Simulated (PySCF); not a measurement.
## 3-methyl-1,2,4-triazine, C4H5N3

Molfile (atoms numbered from 1):
```
C4H5N3
     RDKit          3D

 12 12  0  0  0  0  0  0  0  0999 V2000
   -1.9846   -0.2029   -0.5157 C   0  0  0  0  0  0  0  0  0  0  0  0
   -0.5717    0.0485   -0.1262 C   0  0  0  0  0  0  0  0  0  0  0  0
    0.2920   -0.9697   -0.2150 N   0  0  0  0  0  0  0  0  0  0  0  0
    1.5322   -0.7115    0.1432 C   0  0  0  0  0  0  0  0  0  0  0  0
    1.8836    0.5658    0.5844 C   0  0  0  0  0  0  0  0  0  0  0  0
    0.9735    1.5203    0.6482 N   0  0  0  0  0  0  0  0  0  0  0  0
   -0.2506    1.2639    0.2930 N   0  0  0  0  0  0  0  0  0  0  0  0
   -2.4971   -0.7035    0.3047 H   0  0  0  0  0  0  0  0  0  0  0  0
   -2.0190   -0.8579   -1.3819 H   0  0  0  0  0  0  0  0  0  0  0  0
   -2.4845    0.7384   -0.7208 H   0  0  0  0  0  0  0  0  0  0  0  0
    2.2425   -1.5255    0.0744 H   0  0  0  0  0  0  0  0  0  0  0  0
    2.8849    0.8334    0.8857 H   0  0  0  0  0  0  0  0  0  0  0  0
  1  2  1  0
  2  3  2  0
  3  4  1  0
  4  5  2  0
  5  6  1  0
  6  7  2  0
  7  2  1  0
  1  8  1  0
  1  9  1  0
  1 10  1  0
  4 11  1  0
  5 12  1  0
M  END
```

Computed with GIAO CAM-B3LYP/pcSseg-1 magnetisability, rotational g tensor and spin-rotation constants, non-relativistic, gas phase in PySCF 2.14.0. Geometry: GFN2-xTB.

Problem. Give the nuclear spin-rotation constants along the inertial axes (H = +C I·J) beside the isotropic shieldings.

Solution. Rotational constants 6.1136, 2.8494, 1.9671 GHz. A star marks the isotopologue with that one atom substituted, in its own axes.
```
atom  isotope  Caa (kHz)  Cbb (kHz)  Ccc (kHz)  mean (kHz)  σ (ppm)
  N3      14N      1.575      0.739      0.015       0.776    -71.6
  N6      14N      2.828      0.738      0.050       1.205   -240.6
  N7      14N      2.316      0.700      0.072       1.030   -175.5
  H8       1H     -0.434     -0.339      0.038      -0.245     28.5
  H9       1H     -0.409     -0.135     -0.118      -0.221     28.8
 H10       1H     -0.392     -0.023     -0.188      -0.201     28.6
 H11       1H     -0.395      0.210     -0.179      -0.121     23.2
 H12       1H      0.906     -0.326     -0.197       0.128     22.4
  C1     13C*      0.821      0.436      0.357       0.538    158.0
  C2     13C*      3.458      1.199      0.339       1.665      7.7
  C4     13C*      2.467      1.446      0.287       1.400     28.0
  C5     13C*      3.581      0.961      0.282       1.608     27.2
```
For the geometry as given, no vibrational averaging.

Problem. How do the rotational constants and the g tensor change when H8, H9, H10, H11, H12 are replaced by deuterium?

Solution. Constants 5.5933, 2.3891, 1.7092 GHz; g -0.1371, -0.0374, 0.0124, against -0.1489, -0.0451, 0.0143 before.
